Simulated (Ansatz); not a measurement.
System: CH₈BO₂Si (charge +1, singlet). It need not be the lowest isomer of its formula. 
Geometry from a B3LYP-D3(BJ)/def2-TZVP (Ansatz, a first-principles code) optimisation:
```xyz
13

C      2.3204     0.5524    -0.0961
Si     0.9291    -0.6607    -0.3616
B     -0.8731     0.1919     0.0641
O     -1.4605     1.3608    -0.1168
O     -1.8841    -0.6828     0.7650
H      2.3587     0.9012     0.9364
H      3.2714     0.0680    -0.3241
H      2.2246     1.4175    -0.7544
H      0.9853    -1.8411     0.5366
H      0.7944    -1.1226    -1.7608
H     -0.9777     2.0685    -0.5608
H     -1.6889    -1.5853     1.0659
H     -2.7753    -0.3545     0.9938
```
Charge +1, spin multiplicity 1.

Parts of the frozen-core correlation energy in cc-pVTZ (Ansatz, hartree). Frozen orbitals: 9; correlated occupied orbitals by spin: 15 and 15; virtual: 242 and 242. No spin-orbit coupling. Non-relativistic.

```
term                            value
-------------------------  ----------
reference (HF)             -505.80454
MP2 opposite-spin                 [?]
MP2 same-spin                     [?]
CCSD correlation             -0.92171
(T)                               [?]
T1 diagnostic                   0.012
largest doubles amplitude       0.026
```

Problem. Fill in the missing entries.

Solution. 
- MP2 opposite-spin, value: -0.67599
- MP2 same-spin, value: -0.20018
- (T), value: -0.03288
